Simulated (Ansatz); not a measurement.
`CC[CH2][ZnH]` and `CCC[SiH2]Cl` differ in one atom or group.

Ansatz, PBE0-D4/def2-TZVP geometries, multiplicity 1. Each molecule was computed in one conformer, which needn't be the lowest.

Scalar relativity is left out up to krypton.

```json
{"property": "HOMO energy (ωB97M-V/def2-TZVPP) / eV", "`CC[CH2][ZnH]`": "-9.21"}
{"property": "HOMO–LUMO gap (PBE0/def2-TZVPP) / eV", "`CC[CH2][ZnH]`": "6.65"}
{"property": "LUMO energy (PBE/def2-TZVPP) / eV", "`CC[CH2][ZnH]`": "-1.10"}
{"property": "HOMO energy (B3LYP/def2-TZVPP) / eV", "`CC[CH2][ZnH]`": "-6.85"}
{"property": "HOMO–LUMO gap (ωB97M-V/def2-TZVPP) / eV", "`CC[CH2][ZnH]`": "10.15"}
{"property": "HOMO–LUMO gap (B3LYP/def2-TZVPP) / eV", "`CC[CH2][ZnH]`": "6.20"}
```

(1) What does the change do to each property? (An estimate is asked.)

## Answers

(1) Ansatz gave: 
```csv
property,`CCC[SiH2]Cl`,shift
HOMO energy (ωB97M-V/def2-TZVPP) / eV,-10.64,-1.43
HOMO–LUMO gap (PBE0/def2-TZVPP) / eV,8.88,2.23
LUMO energy (PBE/def2-TZVPP) / eV,-0.44,0.66
HOMO energy (B3LYP/def2-TZVPP) / eV,-8.21,-1.36
HOMO–LUMO gap (ωB97M-V/def2-TZVPP) / eV,12.83,2.68
HOMO–LUMO gap (B3LYP/def2-TZVPP) / eV,8.45,2.25
```

With PBE0 the HOMO falls by 1.41 eV and the LUMO rises by 0.83 eV, so the gap widens by about 2.24 eV. PBE moves the HOMO by -1.20 eV and ωB97M-V by -1.43 eV.

B3LYP here is the variant with VWN-RPA as its local correlation; programs differ in this.
